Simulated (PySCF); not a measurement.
# How methods differ on the excitation energy of Sc

Sc [Ar] 3d1 4s2 (2D) → Sc [Ar] 3d2 4s1 (4F), as a difference of total energies. Computed with PySCF 2.14 in x2c-QZVPPall, with the spin-free X2C one-electron Hamiltonian (Gaussian nucleus). Correlated levels: valence and next inner shell: [Ne] frozen. The calculations carry no spin-orbit coupling.

Q: Order these methods by the excitation energy they give, lowest first.
A. CCSD (valence and next inner shell)
B. SCS-MP2 (valence and next inner shell)
C. CCSD(T) (valence and next inner shell)
D. MP2 (valence and next inner shell)

A: D (11327 cm⁻¹), A (12156 cm⁻¹), C (12618 cm⁻¹), B (13844 cm⁻¹).

Errors of the correlated levels include the incompleteness of this basis and the frozen core.

For comparison: 11509 cm⁻¹ (measured; NIST levels, between the centres of gravity of the two terms).
